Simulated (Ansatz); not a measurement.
Total energies of BrGaH2, SMILES `[GaH2][Br]`.

| atom | x (Å) | y (Å) | z (Å) |
| --- | --- | --- | --- |
| Ga1 | 0.004 | -0.013 | 0.239 |
| Br2 | -0.033 | 0.109 | -2.051 |
| H3 | -0.335 | -1.408 | 0.839 |
| H4 | 0.364 | 1.312 | 0.973 |

The species carries charge 0 and has multiplicity 1. Correlated methods include outer-core shells of Br, Ga, which these sets cover unevenly. Scalar relativity is left out up to krypton. The geometry is a stationary point of PBE0-D4/def2-TZVP. Basis def2-TZVPP, the Gaussian-basis code of Ansatz.

RPA on PBE orbitals: Hartree–Fock energy of these orbitals -4496.83208 Eh, correlation -0.78143 Eh (frozen core).

| functional | energy without D4 (Eh) | D4 term (kJ/mol) |
| --- | --- | --- |
| LDA (SPW92) | -4493.63974 | – |
| PBE | -4499.56532 | -6.4 |
| revPBE | -4499.88844 | -15.2 |
| BLYP | -4500.34104 | -13.6 |
| B97M-V | -4499.42245 | – |
| PBE0 | -4499.69776 | -5.4 |
| B3LYP | -4500.33370 | -10.6 |
| r2SCANh | -4500.21341 | -1.5 |
| BHLYP | -4500.21780 | -10.3 |
| CAM-B3LYP | -4500.49453 | -5.7 |
| LC-ωPBE | -4499.64743 | – |
| ωB97X-V | -4499.83815 | – |
| ωB97M-V | -4499.99560 | – |
| B2PLYP | -4499.50057 | – |

Problem. Give the same for r2SCAN, r2SCAN0, HSE06 (plane-wave form), PBE-QIDH. (Estimate.)

Solution. Ansatz gave: 
```tsv
functional	energy without D4 (Eh)	D4 term (kJ/mol)
r2SCAN	-4500.22447	-1.3
r2SCAN0	-4500.19803	-1.6
HSE06 (plane-wave form)	-4499.70141	-5.2
PBE-QIDH	-4499.05277	–
```

B3LYP takes the VWN-RPA correlation (the form of Gaussian; ORCA's B3LYP/G). HSE06 is the plane-wave form, built on full-range PBE exchange. The double hybrids freeze the cores in their second-order part.

LC-ωPBE has ω = 0.4 bohr⁻¹.
